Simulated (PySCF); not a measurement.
**Sc: ionisation energy**

Sc [Ar] 3d1 4s2 (2D) → Sc+ [Ar] 3d1 4s1 (3D), as a difference of total energies. Calculation: PySCF 2.14, in x2c-TZVPPall (6s5p4d2f1g, 64 functions); the spin-free X2C one-electron Hamiltonian (Gaussian nucleus). Correlated levels: valence: [Ar] frozen; valence and next inner shell: [Ne] frozen. The calculations carry no spin-orbit coupling.

```csv
method,ionisation energy (eV)
UHF,5.394
LDA,6.695
PBE0,6.388
M06-2X,6.807
B97-3,6.639
MP2 (valence),6.100
SCS-MP2 (valence),6.244
SCS-MP2 (valence and next inner shell),6.430
```

Q: Estimate what PBE gives.

A: 6.546 eV, closest to B97-3 among the rows shown.

Q: Estimate what MP2 (valence and next inner shell) gives.

A: 6.355 eV, closest to PBE0 among the rows shown.

Errors of the correlated levels include the incompleteness of this basis and the frozen core.

For comparison: 6.562 eV (measured; NIST levels, between the centres of gravity of the two terms).
